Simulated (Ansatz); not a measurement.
Stepwise reaction of `Cl[SiH2][GeH3]` with hydrogen fluoride, as a gas-phase model of exchange steps in deposition or etching. ΔE in kJ/mol; ΔG adds harmonic PBE0-D4 terms to CCSD(T)/CBS, at 1 bar.

Program: Ansatz. Geometries: PBE0-D4/def2-TZVP. ΔE: electronic, gas phase. CCSD(T)/CBS adds triple-zeta CCSD(T) − MP2 to the extrapolated MP2 energy (def2 sets, frozen cores). This one scheme is used for every species. DFT in def2-TZVPP. B3LYP here is the variant with VWN-RPA as its local correlation; programs differ in this. For Ge outer-core shells are correlated without core-valence functions, which leaves a few kJ/mol of doubt a bond. Scalar relativity is left out up to krypton.

```csv
step,reaction,PBE-D4,B3LYP-D4,ωB97M-V,CCSD(T)/CBS,ΔG(600 K)
1,`Cl[SiH2][GeH3]` + H–F → `F[SiH](Cl)[GeH3]` + H₂,-110.5,-118.2,-118.0,-113.1,-110.2
2,`F[SiH](Cl)[GeH3]` + H–F → `F[Si](F)(Cl)[GeH3]` + H₂,-127.3,-134.9,-135.6,-130.7,-127.0
```

Task: By hand: ΔE of the 2 steps together at CCSD(T)/CBS.

Result: (-113.1) + (-130.7) = -243.8 kJ/mol, or -121.9 kJ/mol a step.

In ΔE each step is lower than the one before. All are downhill at CCSD(T)/CBS. ΔG lies between -127.0 and -110.2 kJ/mol a step. PBE-D4 differs from CCSD(T)/CBS by 2.6 to 3.4 kJ/mol a step. Isolated molecules leave out the surface, adducts and barriers. Largest T1 diagnostic: 0.012.
